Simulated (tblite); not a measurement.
Run record: tight-binding relaxation, `C=C(C)CCC[O]` [radical].

Computed with GFN2-xTB geometry optimisation, gas phase (tblite 0.8.0). Start geometry: from a force field or distance geometry. The command runs a driver script over a list of jobs; the input below is this job's line of settings and its coordinates in Å.

Command:
```bash
OMP_NUM_THREADS=1 python probes_run.py task.json out
```

Input:
```
{"job": {"kind": "relax", "xc": "GFN2-xTB", "basis": "xTB"}, "charge": 0, "multiplicity": 2}
C     -2.091100    -0.163500     1.134700
C     -1.246300    -0.334200     0.108000
C     -1.689700    -0.371700    -1.309100
C      0.242900    -0.548700     0.344500
C      1.099200     0.634200    -0.099400
C      2.599600     0.498700     0.255800
O      3.132500    -0.437900    -0.514100
H     -3.154300    -0.010500     0.970600
H     -1.745000    -0.152900     2.164400
H     -1.399800    -1.306200    -1.786000
H     -1.272400     0.464700    -1.876300
H     -2.792500    -0.297500    -1.392100
H      0.541500    -1.471800    -0.157100
H      0.432400    -0.737000     1.417400
H      0.977000     0.811200    -1.184400
H      0.717000     1.544100     0.396100
H      3.007700     1.524100     0.163700
H      2.632500     0.361200     1.351600
```

Output:
```
step      E/eV     max force
  0    -609.32765    1.660
  1    -609.41521    0.729
  2    -609.46732    0.736
  3    -609.51417    0.676
  4    -609.53548    0.391
  5    -609.54565    0.211
  6    -609.55102    0.198
  7    -609.55488    0.145
  8    -609.55694    0.096
  9    -609.55785    0.066
... (31 lines left out)
 41    -609.56327    0.020
 42    -609.56332    0.019
 43    -609.56337    0.017
 44    -609.56344    0.024
 45    -609.56352    0.021
 46    -609.56359    0.018
 47    -609.56364    0.016
 48    -609.56368    0.014
 49    -609.56372    0.013
 50    -609.56375    0.009
```

«max force» is the largest atomic force in eV/Å.

Q: From which step on does the largest force stay under 0.1 eV/Å, and how much energy is left to gain from there?

A: From step 8 (0.096 eV/Å), 6.8 meV above the end.

In short: energy lowered by 5.4 kcal/mol over 50 steps; largest atomic force 0.009 eV/Å at the end.

The run took 0.24 s of wall time on Arm Neoverse V2, one thread, on a shared host.
Labels such as C1 count atoms from 1, the log's own numbers from 0.
